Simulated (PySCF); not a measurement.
Ge(H)2(Me)(OMe) (C2H8GeO), SMILES C[O][GeH2][CH3].

Geometry: PBE-D3(BJ)/def2-SVP. This is a generated structure with no PubChem entry under its InChIKey; it may be hypothetical. The values are those of a single conformer.

All values below come from B3LYP/def2-TZVP in PySCF.

Gas-phase values at a fixed geometry.

Computed frontier levels, gap, dipole moment and polarisability:
```json
{
 "highest_occupied_level": "-7.34 eV",
 "lowest_empty_level": "0.39 eV",
 "orbital_gap": "7.73 eV",
 "dipole_moment": "0.93 D",
 "quadrupole, principal values (traceless, Buckingham form, about the centre of nuclear charge)": "-3.42, -1.39, 4.82 D·Å",
 "mean_static_polarisability": "61.1 bohr³ (9.05 Å³)",
 "polarisability_principal_values": "55.1, 56.7, 71.4 bohr³"
}
```
